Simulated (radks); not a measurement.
Question: Method: scalar-relativistic Kohn-Sham, PBE, spin-unpolarised, spherical densities, point nucleus; computed with a radial shooting solver on a logarithmic mesh with Libxc functionals. Each species is in its NIST ground configuration. Rank Pt4+, Ir4+, Re4+, Hf4+, W4+, Os4+, Lu4+, Ta4+, Hg4+, Au4+ by mean radius of the outermost orbital (bohr), largest first.

Answer: Ta4+ 1.73, W4+ 1.66, Re4+ 1.60, Os4+ 1.54, Ir4+ 1.48, Pt4+ 1.43, Au4+ 1.38, Hg4+ 1.34, Lu4+ 1.32, Hf4+ 1.30.
